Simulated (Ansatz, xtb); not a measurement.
# Two structures of GaH3N2

We compare X, a singlet given by its coordinates, with Y, `N[NH][Ga]`, a singlet. Both are isolated molecules in the gas phase, relaxed with B3LYP-D3(BJ)/6-311G**; the shapes shown needn't be the lowest conformers.

X (Å):

```json
{"atom": "Ga", "x (Å)": "-1.4255", "y (Å)": "2.0825", "z (Å)": "-0.2784"}
{"atom": "N", "x (Å)": "-2.9481", "y (Å)": "2.3761", "z (Å)": "-1.0233"}
{"atom": "N", "x (Å)": "0.2339", "y (Å)": "1.4375", "z (Å)": "0.0640"}
{"atom": "H", "x (Å)": "-3.5129", "y (Å)": "3.0435", "z (Å)": "-0.4927"}
{"atom": "H", "x (Å)": "1.0069", "y (Å)": "2.0882", "z (Å)": "0.0086"}
{"atom": "H", "x (Å)": "0.3431", "y (Å)": "0.8394", "z (Å)": "0.8730"}
```

Close contacts (Å): Ga1–N2 1.72, Ga1–N3 1.81, N2–H4 1.02, N3–H5 1.01, N3–H6 1.01.

Y (Å):

```yaml
atoms:
  - { symbol: Ga, position_ang: [-0.3808, 0.6202, 2.1066] }
  - { symbol: N, position_ang: [-1.2161, -0.0415, -0.2405] }
  - { symbol: N, position_ang: [-0.2536, 0.9078, 0.2322] }
  - { symbol: H, position_ang: [-1.9796, 0.4038, -0.7412] }
  - { symbol: H, position_ang: [0.2125, 1.4471, -0.4913] }
  - { symbol: H, position_ang: [-0.7964, -0.7481, -0.8375] }
```

Energies in hartree; the thermal terms are from B3LYP-D3(BJ)/6-311G** harmonic frequencies (ideal gas, rigid rotor, one conformer each, 400 K, 1 atm) and include the zero-point energy:

|  | X | Y |
| --- | --- | --- |
| E, CCSD(T)/def2-TZVPP | −2034.582663 | −2034.577116 |
| zero-point energy | 0.037698 | 0.041471 |
| H(400 K) − E | 0.046668 | 0.049452 |
| G(400 K) − E | −0.001110 | 0.002279 |

Work out ΔE, ΔE₀, ΔH and ΔG for X → Y in kJ/mol (1 Eh = 2625.50 kJ/mol) and the equilibrium ratio [Y]/[X].

1. ΔE = −2034.577116 − (−2034.582663) = +0.005547 Eh = +14.56 kJ/mol.
2. ΔE₀ = ΔE + ΔZPE = +0.005547 + (+0.003773) Eh = +24.47 kJ/mol.
3. ΔH = ΔE + (+0.002784) Eh = +21.87 kJ/mol.
4. ΔG = ΔE + (+0.003389) Eh = +23.46 kJ/mol, so ΔS = (ΔH − ΔG)/T = −4.0 J/(mol K).
5. kT = 1.2667 mEh, so K = [Y]/[X] = exp(−ΔG/kT) = exp(−7.05) ≈ 8.6 × 10^−4.

Structure X is favoured at this temperature. An error of 4 kJ/mol in ΔG would change K by a factor of 3.3. GFN2-xTB, r2SCAN-D4/def2-SVP, B3LYP-D3(BJ)/6-311G**, HF/def2-TZVPP gave ΔE the other sign. Large T1 diagnostics make the coupled-cluster value less sure. Mirror images and further conformers aren't counted.

Other levels gave ΔE = −79.8 (GFN2-xTB); +104.9 (HF/STO-3G, GFN2-xTB geometries); −13.3 (r2SCAN-D4/def2-SVP, GFN2-xTB geometries); −25.5 (B3LYP-D3(BJ)/6-311G**); −47.7 (HF/def2-TZVPP); +42.4 (MP2/def2-TZVPP) kJ/mol. The correlated steps freeze 11 core orbitals; the filled d shell of Ga is correlated, in a basis made for valence electrons. Programs: Ansatz 0.2.0, xtb 6.7.1.
